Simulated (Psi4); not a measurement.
H2B3Cl3N3, doublet, at a GFN2-xTB geometry, with bond 10-6 at 1.6 times its length. Base run: Psi4 with B3LYP/cc-pVDZ.

Psi4 was given this input:
```
memory 2 GB

molecule mol {
0 2
Cl    3.075975   -0.770401   -0.227276
B     1.430843   -0.293692   -0.103885
N     0.961600    0.998372   -0.035859
B    -0.344156    1.421936    0.063361
Cl   -0.878554    3.051854    0.145333
N    -1.333405    0.365860    0.099428
B    -0.959198   -0.995879    0.035769
Cl   -2.158168   -2.240699    0.080480
N     0.412666   -1.321808   -0.065093
H    -2.888164    0.793983    0.215405
H     0.714352   -2.285047   -0.112592
}

set {
  basis cc-pvdz
  reference uks
}

energy('b3lyp')
print_variables()
```

The base run was repeated with changes; each row names its change, and settings that it needs were set with it.

```
change                               ΔE vs base (mEh)  SCF cycles  grid points  basis functions        outcome
-----------------------------------  ----------------  ----------  -----------  ---------------  -------------
base                                            0.000          15       228511              148      converged
scf_type = out_of_core                         -0.030          15       228511              148      converged
df_basis_scf = cc-pvqz-jkfit                   -0.053          15       228511              148      converged
dft_pruning_scheme = robust                     0.000          15       154561              148      converged
scf_type = cd                                       -           -            -              148  input refused
df_basis_scf = def2-universal-jkfit            -0.070          15       228511              148      converged
dft_spherical_points = 110                     -0.043          15        83854              148      converged
puream = true                                   0.000          15       228511              148      converged
e_convergence = 1e-8                            0.000          16       228511              148      converged
dft_radial_scheme = becke                      -0.053          15       202235              148      converged
d_convergence = 1e-4                            0.000          15       228511              148      converged
```

Open shells are given as the SCF converged; they aren't shown to be the lowest states, and a large step between rows can be another state.

- scf_type = cd: ended with `Fatal Error: Not enough memory for CD.`
